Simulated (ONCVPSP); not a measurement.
## Which change was made? (Ag, ONCV)

* Element: silver (Ag)
* Generator: ONCVPSP 4.0.1
* Type: optimised norm-conserving Vanderbilt (ONCV)
* Functional: LDA (Perdew-Wang 92)
* Relativity: scalar-relativistic
* Frozen core: [Ar] 3d10 4s2
* Valence charge: 17
* Reference configuration: 4p6 4d10 5s1
* Partial waves: 5s: rc 2.55 bohr, ncon 4, nbas 7, qcut 3 1/bohr, 2 projectors, debl 1.4 Ha; 4p: rc 1.05 bohr, ncon 4, nbas 7, qcut 9.3 1/bohr, 2 projectors, debl 3.2 Ha; 4d: rc 1.65 bohr, ncon 4, nbas 9, qcut 10.9 1/bohr, 2 projectors, debl 1.1 Ha
* Local potential: polynomial inside 1.05 bohr (lpopt 5, dvloc0 6 Ha)
* Core correction: Teter function, fcfact 2.5, rcfact 1.8

Cutoffs, loose and tight: the cutoffs (Ha) at which the residual kinetic energy of the hardest occupied pseudo-wave falls to 1 and 0.1 mHa per electron. They do not see the model core or the augmentation charge, which bear on the density cutoff. Test errors are all-electron minus pseudo excitation energies from the reference, over the configurations 4p6 4d10 5s0; 4p6 4d9 5s0; 4p6 4d8 5s0; 4p5 4d10 5s1; variants that change the core or the reference have their own tests.

The base gives: outcome: generated; cutoff, loose: 45 Ha; cutoff, tight: 121 Ha; bound ghosts: s; GHOST(+) flags above zero: none; largest test error (meV): -82.

Question: After one change the result is: outcome: generated; cutoff, loose: 34 Ha; cutoff, tight: 40 Ha; bound ghosts: s; GHOST(+) flags above zero: none; largest test error (meV): -115. Which change was it?
A. s: qcut 2.2; p: qcut 6.8; d: qcut 8
B. p: rc 1.42
C. core [Ar] 3d10, valence charge 19; reference 4s2 4p6 4d10 5s1; waves now 4s+5s: rc 1.40 bohr, ncon 4, nbas 8, qcut 6.5 1/bohr, 2 projectors; 4p: rc 1.60 bohr, ncon 4, nbas 7, qcut 8.3 1/bohr, 2 projectors, debl 2.9 Ha; 4d: rc 1.40 bohr, ncon 4, nbas 7, qcut 13.6 1/bohr, local; local potential the d channel

Answer: B. The others give: s: qcut 2.2; p: qcut 6.8; d: qcut 8 → outcome: generated; cutoff, loose: 117 Ha; cutoff, tight: 139 Ha; bound ghosts: s; GHOST(+) flags above zero: none; largest test error (meV): -104 | core [Ar] 3d10, valence charge 19; reference 4s2 4p6 4d10 5s1; waves now 4s+5s: rc 1.40 bohr, ncon 4, nbas 8, qcut 6.5 1/bohr, 2 projectors; 4p: rc 1.60 bohr, ncon 4, nbas 7, qcut 8.3 1/bohr, 2 projectors, debl 2.9 Ha; 4d: rc 1.40 bohr, ncon 4, nbas 7, qcut 13.6 1/bohr, local; local potential the d channel → outcome: generated; cutoff, loose: 34 Ha; cutoff, tight: 82 Ha; bound ghosts: none; GHOST(+) flags above zero: none; largest test error (meV): -6.7.
